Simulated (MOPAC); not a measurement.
MOPAC input (MNDO):

```
MNDO PRECISE GNORM=0.05 LET XYZ UHF MS=0.5 GEO-OK AUX(PRECISION=9) THREADS=1
C2H7BN

C     1.99858200 1    0.43657800 1   -0.33249500 1
B     0.50072800 1    0.55085800 1    0.09117800 1
N    -0.48406700 1   -0.40268700 1   -0.03682800 1
C    -1.88062900 1   -0.29159800 1    0.35998800 1
H     2.26017500 1    1.21143400 1   -1.05787800 1
H     2.24246100 1   -0.53760700 1   -0.77914400 1
H     2.66013300 1    0.58589700 1    0.52486500 1
H    -0.25256400 1   -1.30148300 1   -0.45055300 1
H    -2.04505400 1    0.69400700 1    0.79107200 1
H    -2.14120700 1   -1.04600000 1    1.10687500 1
H    -2.54683100 1   -0.41160300 1   -0.49828800 1
```

From the output:

```
                                                       MOPAC v23.2.5 Linux

          FINAL HEAT OF FORMATION =          3.49401 KCAL/MOL =      14.61893 KJ/MOL

          COSMO AREA              =        110.38 SQUARE ANGSTROMS
          COSMO VOLUME            =         92.25 CUBIC ANGSTROMS

          GRADIENT NORM           =          0.04866          =       0.01467 PER ATOM
          IONIZATION POTENTIAL    =          8.373611 EV
          ALPHA SOMO LUMO (EV)    =         -8.374  2.211
          BETA  SOMO LUMO (EV)    =        -10.869  0.778
          NO. OF ALPHA ELECTRONS  =         12
          NO. OF BETA  ELECTRONS  =         11
          MOLECULAR WEIGHT        =         55.8940         POINT GROUP:  Cs

          MOLECULAR DIMENSIONS (Angstroms)

            Atom       Atom       Distance
            H    11    H     7     5.38142
            H    10    H     5     3.39539
            H     6    H     9     2.85784

          SCF CALCULATIONS        =         31

   ATOM   CHEMICAL          X               Y               Z
  NUMBER   SYMBOL      (ANGSTROMS)     (ANGSTROMS)     (ANGSTROMS)

     1       C          2.00597769  *   0.46568632  *  -0.32286685  *
     2       B          0.51171462  *   0.45872445  *   0.05206176  *
     3       N         -0.49185266  *  -0.46667444  *  -0.06014500  *
     4       C         -1.86563759  *  -0.25052179  *   0.37242018  *
     5       H          2.19367640  *   1.29388422  *  -1.03749464  *
     6       H          2.35879819  *  -0.48025034  *  -0.78584735  *
     7       H          2.60576697  *   0.64965579  *   0.59271505  *
     8       H         -0.34067213  *  -1.37766928  *  -0.45843956  *
     9       H         -1.99841411  *   0.76445721  *   0.80706116  *
    10       H         -2.15693798  *  -1.00120000  *   1.14495857  *
    11       H         -2.56934315  *  -0.35624684  *  -0.48713227  *

                             CARTESIAN COORDINATES

   1    C        2.005977690     0.465686323    -0.322866852
   2    B        0.511714619     0.458724447     0.052061758
   3    N       -0.491852662    -0.466674436    -0.060144995
   4    C       -1.865637593    -0.250521792     0.372420183
   5    H        2.193676403     1.293884216    -1.037494641
   6    H        2.358798187    -0.480250338    -0.785847346
   7    H        2.605766972     0.649655793     0.592715054
   8    H       -0.340672131    -1.377669280    -0.458439558
   9    H       -1.998414107     0.764457211     0.807061157
  10    H       -2.156937977    -1.001200000     1.144958569
  11    H       -2.569343147    -0.356246842    -0.487132274

           Empirical Formula: C2 H7 N B  =    11 atoms

      MOLECULAR POINT GROUP   :   Cs

          ALPHA EIGENVALUES
 -37.09181 -31.46996 -27.16831 -19.74174 -16.88890 -15.11398 -14.57027 -13.78656
 -13.71800 -12.98808 -10.88725  -8.37361   2.21087   2.97350   3.68562   4.01684
   4.53551   4.63591   4.88442   4.98501   5.82572   6.63509   7.98796

           BETA EIGENVALUES
 -36.99873 -31.17969 -27.10104 -19.21244 -16.80013 -15.09795 -14.01596 -13.71575
 -13.65170 -12.78665 -10.86913   0.77751   2.74398   3.10422   3.74482   4.02780
   4.74705   4.90876   5.03310   5.07170   5.95987   6.79792   8.90917

              NET ATOMIC CHARGES AND DIPOLE CONTRIBUTIONS

  ATOM NO.   TYPE          CHARGE      No. of ELECS.   s-Pop       p-Pop
    1          C           0.006973        3.9930     1.21092     2.78210
    2          B          -0.041870        3.0419     1.39751     1.64436
    3          N          -0.308120        5.3081     1.45780     3.85032
    4          C           0.205358        3.7946     1.21487     2.57977
    5          H           0.007323        0.9927     0.99268
    6          H          -0.011404        1.0114     1.01140
    7          H           0.007320        0.9927     0.99268
    8          H           0.153222        0.8468     0.84678
    9          H           0.013680        0.9863     0.98632
   10          H          -0.016240        1.0162     1.01624
   11          H          -0.016241        1.0162     1.01624
 DIPOLE           X         Y         Z       TOTAL
 POINT-CHG.    -1.122    -0.396     0.127     1.196
 HYBRID         0.115    -0.885    -0.379     0.970
 SUM           -1.007    -1.281    -0.252     1.649

          ATOMIC ORBITAL ELECTRON POPULATIONS

     Atom    s        px        py        pz
    1  C   1.21092   0.97466   0.89927   0.90818
    2  B   1.39751   0.69025   0.55635   0.39775
    3  N   1.45780   1.14342   1.15331   1.55360
    4  C   1.21487   0.77461   0.91590   0.88926
    5  H   0.99268
    6  H   1.01140
    7  H   0.99268
    8  H   0.84678
    9  H   0.98632
   10  H   1.01624
   11  H   1.01624

                    (SZ)    =    0.500000
                    (S**2)  =    0.753728

          ATOMIC ORBITAL SPIN POPULATIONS

    Atom   Total    s     px     py     pz
         Atomic
    1  C  0.1644  0.025  0.127 -0.001  0.014
    2  B  0.7458  0.276  0.065  0.302  0.103
    3  N  0.0162  0.025  0.011  0.002 -0.022
    4  C  0.0005  0.000 -0.001  0.001  0.000
    5  H -0.0083 -0.008
    6  H  0.0306  0.031
    7  H -0.0083 -0.008
    8  H  0.0624  0.062
    9  H -0.0011 -0.001
   10  H -0.0011 -0.001
   11  H -0.0011 -0.001

 **********************
 *                    *
 * JOB ENDED NORMALLY *
 *                    *
 **********************

 == MOPAC DONE ==
```

The geometry given is a B3LYP-D3(BJ)/def2-TZVP minimum.
